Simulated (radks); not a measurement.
Results of a calculation; reference values are marked as such.
Q: Ionisation of neutral titanium, [Ar] 3d2 4s2, to Ti+, [Ar] 3d2 4s1, under several functionals. Scalar-relativistic Kohn-Sham, spin-polarised, spherical densities, finite nucleus; open shells are filled with parallel spins first; a radial shooting solver on a logarithmic mesh with Libxc functionals. Known Delta-SCF values: exchange-only PBE 5.966 eV. What does LDA (Slater exchange, Perdew-Wang correlation) give, and what is its highest occupied eigenvalue?

A: 6.936 eV by Delta-SCF; the 4s eigenvalue is -4.304 eV. NIST: 6.828 eV (measured).
